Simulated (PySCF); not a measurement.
C2H9FSi2, SMILES C[Si@@H](F)C[SiH3].

Geometry: PBE-D3(BJ)/def2-SVP. The structure was generated by enumeration; whether it is a known compound was not checked. Other conformers were not sampled.

Calculation: PBE-D3(BJ)/def2-SVP (PySCF).

Frequencies are harmonic and unscaled.

| mode | ν (cm⁻¹) | IR (km/mol) | moving atoms (share of kinetic energy) |
|---|---|---|---|
| 1 | 39 | 0.2 | H 35 %, C 33 %, Si 19 %, F 13 % |
| 2 | 101 | 0.7 | Si 31 %, H 25 %, F 25 %, C 20 % |
| 3 | 138 | 0.2 | H 89 % |
| 4 | 155 | 0.2 | H 92 % |
| 5 | 198 | 2.6 | C 30 %, H 28 %, Si 23 %, F 19 % |
| 6 | 260 | 5.2 | Si 32 %, H 28 %, F 21 %, C 19 % |
| 7 | 275 | 7.8 | Si 33 %, H 28 %, F 24 %, C 15 % |
| 8 | 475 | 2.2 | H 89 % |
| 9 | 536 | 1.1 | H 52 %, Si 25 %, C 22 % |
| 10 | 615 | 9.1 | H 83 %, C 13 % |
| 11 | 674 | 9.0 | H 59 %, C 29 % |
| 12 | 675 | 4.7 | H 41 %, C 39 %, Si 16 % |
| 13 | 726 | 9.1 | H 54 %, C 32 %, Si 13 % |
| 14 | 754 | 112.5 | H 43 %, C 29 %, Si 27 % |
| 15 | 778 | 97.0 | H 54 %, C 26 %, Si 14 % |
| 16 | 808 | 9.1 | H 50 %, F 32 %, Si 11 % |
| 17 | 855 | 254.7 | H 76 %, Si 11 %, C 11 % |
| 18 | 889 | 22.1 | H 67 %, Si 20 % |
| 19 | 911 | 209.8 | H 71 %, Si 18 % |
| 20 | 914 | 87.4 | H 91 % |
| 21 | 922 | 28.0 | H 97 % |
| 22 | 984 | 11.6 | H 91 % |
| 23 | 1032 | 125.1 | H 59 %, C 37 % |
| 24 | 1220 | 32.7 | H 77 %, C 22 % |
| 25 | 1327 | 7.7 | H 92 % |
| 26 | 1377 | 2.2 | H 96 % |
| 27 | 1382 | 5.4 | H 96 % |
| 28 | 2156 | 117.3 | H 98 % |
| 29 | 2165 | 27.1 | H 96 % |
| 30 | 2171 | 175.3 | H 97 % |
| 31 | 2184 | 95.3 | H 96 % |
| 32 | 2976 | 0.7 | H 97 % |
| 33 | 2984 | 0.7 | H 95 % |
| 34 | 3048 | 0.3 | H 91 %, C 9 % |
| 35 | 3075 | 2.6 | H 91 %, C 9 % |
| 36 | 3082 | 2.1 | H 91 %, C 9 % |
